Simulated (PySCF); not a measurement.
Computed shifts of a molecule C2H5BO2, B3LYP/pcSseg-1 run with PySCF, GIAO, gas phase, atoms alike by connectivity averaged where their shifts nearly agree, in ppm (number of nuclei): ¹³C: 150.7 (1), 139.5 (1). ¹H: 6.94 (1), 6.55 (1), 5.87 (1), 3.91 (2). References: ¹¹B against BF3 (σ = 86.3 ppm); ¹³C against TMS (σ = 181.3 ppm); ¹H against TMS (σ = 31.68 ppm); ¹⁷O against H2O (σ = 333.8 ppm), references at their B3LYP-D3(BJ)/def2-TZVP geometries, non-relativistic. Geometry optimised at B3LYP-D3(BJ)/def2-SVP. Other conformers were not sampled.

Task: Pick the molecule that these values belong to.
A. CB1OCO1
B. BOC(C)=O
C. C=CB(O)O
D. OB1COC1

Result: C, C=CB(O)O
